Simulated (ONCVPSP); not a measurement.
**hafnium, ONCV: configuration errors across variants**

hafnium, optimised norm-conserving Vanderbilt (ONCV), made with ONCVPSP 4.0.1 (PBE, fully relativistic). Core [Kr] 4d10 4f14, reference 5s2 5p6 5d2 6s2. Waves: 5s+6s: rc 2.15 bohr, ncon 4, nbas 7, qcut 4.8 1/bohr, 2 projectors; 5p: rc 1.50 bohr, ncon 4, nbas 7, qcut 5.1 1/bohr, 1 projector; 5d: rc 2.95 bohr, ncon 3, nbas 7, qcut 4.2 1/bohr, 2 projectors, debl 2.9 Ha. Local part: polynomial inside 1.35 bohr (lpopt 5, dvloc0 3 Ha). Core correction: Teter function fitted to the true core (icmod 2), fcfact 0.3.

Open shells are filled in proportion to 2j + 1.

All-electron excitation energies from the reference (eV): (1) 5s2 5p6 5d2 6s1 7.980; (2) 5s2 5p6 5d2 6s0 22.160; (3) 5s2 5p6 5d3 6s1 2.589.

Errors AE − PS in meV (a dash: test not solved or not reliable):

| change | (1) | (2) | (3) | bound ghosts | GHOST(+) flags above zero |
| --- | --- | --- | --- | --- | --- |
| base | +0.2 | -7.4 | +16 | none | none |
| core correction Teter function fitted to the true core (icmod 2), fcfact 0.18 | -1.0 | -17 | +15 | none | none |
| core correction Teter function fitted to the true core (icmod 2), fcfact 0.34 | +0.3 | -6.2 | +17 | none | none |
| core correction Teter function fitted to the true core (icmod 2), fcfact 0.82 | +0.8 | -2.9 | +18 | none | none |
| core correction Teter function fitted to the true core (icmod 2), fcfact 0.94 | +0.8 | -2.8 | +18 | none | none |
| core correction Teter function fitted to the true core (icmod 2), fcfact 1.18 | +0.8 | -2.6 | +19 | none | none |

(1) Give the same row for: core correction Teter function fitted to the true core (icmod 2), fcfact 0.58.

Answers

(1) +0.7, -3.5, +18; bound ghosts: none; GHOST(+) flags above zero: none.
